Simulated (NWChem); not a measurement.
Molecule: KOH; SMILES [K][OH]

```xyz
3

K     -0.1062    -0.8193     0.0000
O      0.2199     1.3872     0.0000
H      0.3608     2.3416     0.0000
```
Atoms are numbered in this order, from 1.

Level: B3LYP/6-31G* (spherical d) (NWChem), optimised geometry, unscaled harmonic frequencies. B3LYP is NWChem's, with the RPA form of VWN correlation.

```tsv
frequency (cm⁻¹)	IR intensity (km/mol)
294	42.2
477	48.5
3794	8.6
```

```json
{
 "zero_point_energy": "6.5 kcal/mol",
 "thermal correction to the enthalpy at 298.15 K (with zero-point energy)": "9.3 kcal/mol",
 "heat capacity Cv": "8.9 cal/(mol K)",
 "entropy at 298.15 K and 1 atm (symmetry number 1)": "41.8 cal/(mol K)",
 "dipole_moment": "6.45 D"
}
```

Rigid rotor and harmonic oscillator.
